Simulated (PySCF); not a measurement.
Species: C6H5BrO3.
Atom-mapped SMILES: `[CH3:1][O:2][c:3]1[cH:4][o:5][c:6]([C:7](=[O:8])[Br:9])[cH:10]1` (hydrogens: H11, H12, H13 on C1; H14 on C4; H15 on C10)

Computed with PySCF at CAM-B3LYP/def2-SVPD, non-relativistic, on one gas-phase PBE0-D3(BJ)/def2-SVP geometry that isn't relaxed in the solvent. The solvent is an IEF-PCM continuum (cavity from Bondi-type radii × 1.2), and excitations are vertical TDDFT with non-equilibrium linear response and a frozen core. The model holds no explicit solvent molecules, cavitation or dispersion. Spin–orbit coupling is left out although an atom past zinc is present.

Gas-phase singlets (H = HOMO, L = LUMO):

| state | E (eV) | λ (nm) | f | leading configurations |
| --- | --- | --- | --- | --- |
| S1 | 4.463 | 278 | 0.286 | H→L 96% |
| S2 | 4.488 | 276 | 0.002 | H-1→L 57%, H-4→L 36% |
| S3 | 5.342 | 232 | 0.000 | H-4→L 59%, H-1→L 38% |
| S4 | 5.595 | 222 | 0.165 | H-2→L 96% |
| S5 | 5.633 | 220 | 0.019 | H-3→L 88% |

How does the list change in acetone (ε = 20.49)?

```json
{"state": "S1", "E (eV)": "4.221", "λ (nm)": "294", "f": "0.354", "leading configurations": "H→L 97%", "change by rank (eV)": "-0.242"}
{"state": "S2", "E (eV)": "4.684", "λ (nm)": "265", "f": "0.000", "leading configurations": "H-2→L 62%, H-4→L 32%", "change by rank (eV)": "+0.196"}
{"state": "S3", "E (eV)": "5.367", "λ (nm)": "231", "f": "0.197", "leading configurations": "H-1→L 97%", "change by rank (eV)": "+0.025"}
{"state": "S4", "E (eV)": "5.584", "λ (nm)": "222", "f": "0.000", "leading configurations": "H-4→L 63%, H-2→L 34%", "change by rank (eV)": "-0.011"}
{"state": "S5", "E (eV)": "5.828", "λ (nm)": "213", "f": "0.019", "leading configurations": "H-3→L 87%", "change by rank (eV)": "+0.195"}
```

The ground-state energy changes by -0.282 eV from gas to acetone. By how much does the total energy of gas-phase S1 change?

E(S1) = E(S0) + excitation energy, so it changes by -0.282 − 0.242 = -0.524 eV: it is lowered more than the ground state, which is what a red shift means. This is the vertical state, with the slow part of the continuum still set for S0.

How do the frontier levels move from gas to acetone?

| orbital | gas (eV) | solvent (eV) | change (eV) | Löwdin shares, gas | Löwdin shares, solvent |
| --- | --- | --- | --- | --- | --- |
| LUMO+2 | 1.01 | 1.33 | +0.32 | C1 27 %, H13 10 %, H12 9 %, C10 9 % | Br9 16 %, C1 12 %, C10 10 %, C6 9 % |
| LUMO+1 | 0.73 | 0.58 | -0.15 | Br9 61 %, C7 22 %, O8 7 % | Br9 62 %, C7 23 %, O8 8 % |
| LUMO | -1.22 | -1.22 | 0.00 | C7 23 %, O8 19 %, C10 13 %, C4 11 % | C7 25 %, O8 20 %, C10 13 %, C4 11 % |
| HOMO | -8.23 | -8.04 | +0.19 | C4 27 %, O2 18 %, C6 15 %, C3 15 % | C4 26 %, O2 19 %, C3 14 %, C6 14 % |
| HOMO-1 | -9.56 | -9.51 | +0.05 | Br9 68 %, O8 23 %, C7 5 % | C10 31 %, C6 19 %, O5 15 %, O2 11 % |
| HOMO-2 | -9.69 | -9.83 | -0.14 | C10 32 %, C6 17 %, O5 15 %, O2 12 % | Br9 64 %, O8 26 %, C7 5 % |
| HOMO-3 | -9.87 | -10.13 | -0.26 | Br9 80 %, C7 10 %, O8 8 % | Br9 80 %, C7 10 %, O8 9 % |

The HOMO–LUMO gap goes from 7.01 to 6.82 eV. Rows go by rank; for HOMO-3, HOMO-2, HOMO-1, LUMO+1 and LUMO+2 the atom shares or the degeneracy differ between the runs, so the row needn't follow one orbital.

Conformer computed: `[CH3:1][O:2][c:3]1[cH:4][o:5][c:6]([C:7](=[O:8])[Br:9])[cH:10]1`: C1–O2–C3–C4 179°, O5–C6–C7–O8 -179°.
